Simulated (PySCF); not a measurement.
# Bond lengths and vibrations by method: GeH3O3 cation

Calculated results; nothing here was measured. The program is PySCF 2.14.0, an open-source quantum chemistry code, run on an isolated molecule that a program drew, which may never have been made. The molecule is GeH3O3 cation (charge +1, singlet), drawn as the SMILES string `[OH][Ge+]([OH])[OH]`.

The geometry was optimised and harmonic frequencies were computed with HF and MP2, all in the cc-pVDZ basis, for the commonest isotopes, with a restricted reference for singlets and an unrestricted one otherwise, and a frozen core in MP2. Germanium has the cc-pVDZ-PP basis, with a core potential (ECP10MDF) in place of its 10 inner electrons, and its 3s, 3p and 3d shells are frozen in MP2. Each result is a local minimum of its method.

Geometry at the HF minimum:
```xyz
7
GeH3O3 cation, angstrom
O    -0.1079    0.4146    1.1399
Ge    0.6940   -0.5710    2.2446
O    -0.1355   -1.2023    3.5667
O     2.3255   -0.9253    2.0271
H    -1.0341    0.6186    1.2593
H     0.3157   -1.7624    4.1963
H     2.8005   -0.5690    1.2780
```

Lengths of the bonds as drawn, in Å (atoms numbered as above):
```
bond,HF,MP2
O1-Ge2,1.684,1.723
Ge2-O3,1.684,1.723
Ge2-O4,1.684,1.723
O1-H5,0.956,0.979
O3-H6,0.956,0.979
O4-H7,0.956,0.979
```

Rotational constants, in GHz:
```
constant     HF    MP2
       A  6.638  6.372
       B  6.638  6.372
       C  3.319  3.186
```

Harmonic frequencies in cm^-1, each column in rising order, so a row needn't be the same motion in every method:
| rank | HF | MP2 |
|---|---|---|
| 1 | 240 | 214 |
| 2 | 240 | 218 |
| 3 | 253 | 218 |
| 4 | 410 | 368 |
| 5 | 422 | 398 |
| 6 | 422 | 399 |
| 7 | 811 | ? |
| 8 | 892 | 847 |
| 9 | 892 | 847 |
| 10 | 939 | 920 |
| 11 | 986 | 962 |
| 12 | 986 | 962 |
| 13 | 4033 | 3731 |
| 14 | 4033 | 3731 |
| 15 | 4044 | 3742 |

**Estimate the missing MP2 frequency from the HF column.**

A single factor s that minimises the squared misfit of MP2 against s times HF over the other rows is sum(HF x MP2) / sum(HF^2) = 0.9285, with an rms misfit of 25 cm^-1. For rank 7 it gives 0.9285 x 811 = 753 cm^-1. The calculation gives 746 cm^-1, 7 cm^-1 below the estimate. The drawn bonds are on average 2.4 % longer in MP2 than in HF.
